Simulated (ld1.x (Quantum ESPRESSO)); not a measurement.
**Cd: one change to a TM potential, before and after**

Cd, norm-conserving Troullier–Martins (Kleinman–Bylander form), made with ld1.x (Quantum ESPRESSO) 7.5 (PBE, fully relativistic). Core [Ar] 3d10 4s2, reference 4p6 4d10 5s2 5p0. Waves: 5s (bound): rc 1.85 bohr; 4p (bound): rc 0.95 bohr; 4d (bound): rc 1.20 bohr. Local part: all-electron potential smoothed inside 0.75 bohr (lloc = -1). Core correction: none.

Open shells are filled in proportion to 2j + 1 (rel_dist='average').

Change: local potential all-electron potential smoothed inside 1.58 bohr (lloc = -1).

Cutoffs: the cutoffs (Ry, on a coarse ladder) from which the occupation-weighted sum of valence levels, in a spherical-Bessel basis at the reference potential, stays within 10 and 1 mRy of its value at 400 Ry; they do not see the model core or the augmentation charge, which bear on the density cutoff. Errors are all-electron minus pseudo energies relative to the spin-unpolarised reference configuration.

**Question.** What does the change do?

**Answer.** The potential gets neither clearly harder nor softer (160 Ry and 230 Ry → 160 Ry and 230 Ry); both files keep a bound ghost (s); of the 7 tests that both files solve, the error grows in 0 and shrinks in 4 by more than 15 % and 0.3 meV (median size 27.4 → 21.2 meV). That the errors move this way runs against the usual rule that smaller radii transfer better.

```csv
quantity,base,changed
"cutoff, loose",160 Ry,160 Ry
"cutoff, tight",230 Ry,230 Ry
loose cutoff by channel (10 mRy a level),"s 18 Ry, p 90 Ry, d 70 Ry","s 18 Ry, p 100 Ry, d 70 Ry"
bound ghosts,s,s
"error for 4p6 4d10 5s1 5p0, meV [ΔE 9.27 eV]",-3.1,-2.7
"error for 4p6 4d10 5s0 5p0, meV [ΔE 26.40 eV]",-17,-17
"error for 4p6 4d9 5s0 5p0, meV [ΔE 64.41 eV]",+45,+38
"error for 4p6 4d8 5s0 5p0, meV [ΔE 118.46 eV]",+130,+93
"error for 4p6 4d10 5s1.5 5p0, meV [ΔE 3.71 eV]",-0.7,-0.5
"error for 4p6 4d10 5s0 5p2, meV [ΔE 9.66 eV]",+139,+66
"error for 4p6 4d9 5s2 5p0, meV [ΔE 17.98 eV]",-27,-21
s: phases at 2.01 bohr within 0.05 rad from the reference energy up to (Ry; the scan ends near 5),to the end of the scan,4.3
p1/2: phases at 2.01 bohr within 0.05 rad from the reference energy up to (Ry; the scan ends near 5),0.5,1.4
p3/2: phases at 2.01 bohr within 0.05 rad from the reference energy up to (Ry; the scan ends near 5),0.6,0.9
d3/2: phases at 2.01 bohr within 0.05 rad from the reference energy up to (Ry; the scan ends near 5),3.9,3.7
d5/2: phases at 2.01 bohr within 0.05 rad from the reference energy up to (Ry; the scan ends near 5),3.9,3.7
```

 A true bound ghost makes a file unfit for plane-wave use even where its test errors are small: the radial tests pick states by their node count and pass the ghost by.
